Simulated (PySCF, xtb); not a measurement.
C₈H₁₂Sn, SMILES C=[CH][Sn]([CH]=C)([CH]=C)[CH]=C. One conformer was computed; it need not be the lowest.

Harmonic wavenumbers (cm⁻¹) from GFN2-xTB (xtb 6.7.1) at its own minimum, in rising order: 31, 34, 37, 39, 67, 82, 93, 99, 107, 249, 267, 276, 285, 409, 436, 458, 469, 480, 482, 495, 498, 902, 903, 904, 905, 982, 984, 985, 987, 1018, 1019, 1020, 1022, 1216, 1220, 1223, 1233, 1404, 1405, 1405, 1405, 1655, 1656, 1656, 1657, 3023, 3025, 3027, 3028, 3046, 3047, 3048, 3049, 3090, 3093, 3093, 3094.

### Question
What does B3LYP-D3(BJ)/def2-SVP in PySCF give at its own minimum? (An estimate is asked for; the answer gives what the named calculation found.)

### Answer
42, 45, 49, 52, 78, 103, 122, 126, 135, 257, 277, 279, 298, 454, 469, 480, 509, 511, 522, 526, 529, 978, 981, 983, 985, 989, 992, 993, 998, 1036, 1038, 1039, 1041, 1251, 1252, 1253, 1262, 1413, 1413, 1415, 1416, 1653, 1654, 1656, 1658, 3097, 3097, 3097, 3098, 3131, 3132, 3133, 3135, 3186, 3186, 3187, 3187. Paired by order, the mean absolute difference is 36 cm⁻¹ and the zero-point energies are 101.2 and 104.2 kcal/mol.
